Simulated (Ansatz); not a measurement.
CH5BOSi can be A, `O[SiH]1BC1`, or B, `CB1O[SiH2]1`.

Program: Ansatz. Geometries: PBE0-D4/def2-TZVP. ΔE: electronic, gas phase. CBS: MP2 limit from def2 TZ/QZ plus the TZ coupled-cluster correction, frozen cores. DFT in def2-TZVPP. B3LYP here is the variant with VWN-RPA as its local correlation; programs differ in this. One conformer a species, not always the lowest.

A:

```xyz
9

O     0.993   -1.569    0.681
Si   -0.367   -0.708    0.347
B    -0.707    0.239   -1.245
C     0.273    1.058   -0.498
H     1.211   -1.688    1.607
H    -1.228   -0.740    1.563
H    -1.644    0.571   -1.895
H     1.232    0.692   -0.112
H     0.236    2.146   -0.449
```

B:

```xyz
9

C     0.945    0.469   -1.249
B     0.037   -0.055   -0.113
O    -0.649   -1.197    0.077
Si   -0.967   -0.232    1.500
H     1.043   -0.253   -2.064
H     1.940    0.704   -0.860
H     0.545    1.405   -1.650
H    -2.414    0.067    1.632
H    -0.480   -0.908    2.728
```

Which is lower in electronic energy at CCSD(T)/CBS, and by how much? (An estimate is asked.)

Ansatz gave: B, by 147.6 kJ/mol.

Give E(B) − E(A) in kJ/mol with MP2/def2-TZVPP, B3LYP-D4, HF/def2-TZVPP, r2SCAN-D4, B2PLYP, PBE-D4, PBE0-D4. (An estimate is asked.)

The calculation gave: MP2/def2-TZVPP -150.4, B3LYP-D4 -154.3, HF/def2-TZVPP -168.5, r2SCAN-D4 -151.5, B2PLYP -155.3, PBE-D4 -147.2, PBE0-D4 -148.9. None reverses the order clearly.

Does the order hold for the free energy at 298.15 K (harmonic terms from PBE0-D4)? (Best estimate.)

Ansatz gave: Yes: G(B) − G(A) = -147.7 kJ/mol, for one conformer each.

Largest T1 diagnostic: 0.015.

In def2-TZVPP, CCSD(T) changes the Hartree–Fock value by +15.9 kJ/mol (the triples alone add +2.7 kJ/mol) and MP2 by +18.0 kJ/mol. Leaving LDA and LC-ωPBE aside and taking each functional with its dispersion term where it has one, the values, not all of them listed here, spread over 11.2 kJ/mol, from CAM-B3LYP-D4 to PBE-D4. LDA lies +4.9 kJ/mol from PBE without D4.
